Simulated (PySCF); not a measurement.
**Pd²⁺: excitation energy**

Pd²⁺ [Kr] 4d8 (3F) → Pd²⁺ [Kr] 4d7 5p1 (high-spin determinant), as a difference of total energies. Calculation: PySCF 2.14, in aug-cc-pVTZ-PP with ECP28MDF (6s6p5d3f2g, 88 functions); scalar relativity through the core potential. Correlated levels: valence: 4s2 4p6 frozen. The calculations carry no spin-orbit coupling.

```csv
method,excitation energy (eV)
UHF,12.269
MP2 (valence),13.253
SCS-MP2 (valence),13.510
CCSD (valence),13.090
CCSD(T) (valence),13.117
```

Q: How much does correlation contribute at CCSD(T) (valence)?

A: 13.117 − (12.269) = 0.848 eV, measured against UHF.

The determinant of the upper state mixes LS terms, which raises its energy above the lowest term, most at the Hartree-Fock and MP2 levels.
